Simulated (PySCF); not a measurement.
Zr¹³⁺: fine-structure interval

Zr¹³⁺ [Ar] 3d9 [3d3/2^4 3d5/2^5, M_J = 5/2] → Zr¹³⁺ [Ar] 3d9 [3d3/2^3 3d5/2^6, M_J = 3/2], as a difference of total energies. Calculation: PySCF 2.14, in an even-tempered Gaussian basis (17 s from 1 bohr⁻², ratio 2.8; 13 p from 1.3 bohr⁻², ratio 2.8; 8 d from 1.3 bohr⁻², ratio 2.8; 4 f from 7.4 bohr⁻², ratio 3); the two-component X2C-1e Hamiltonian. Correlated levels: [Ne] frozen; the 76 highest virtual spinors dropped. "Screened" scales the spin-orbit matrix elements by Boettger's factors to mimic the two-electron term; Breit and QED terms are absent.

```json
{"method": "GHF (screened spin-orbit)", "fine-structure interval (cm⁻¹)": "21076"}
{"method": "GMP2 (screened spin-orbit)", "fine-structure interval (cm⁻¹)": "21063"}
{"method": "GHF (bare spin-orbit)", "fine-structure interval (cm⁻¹)": "28128"}
```
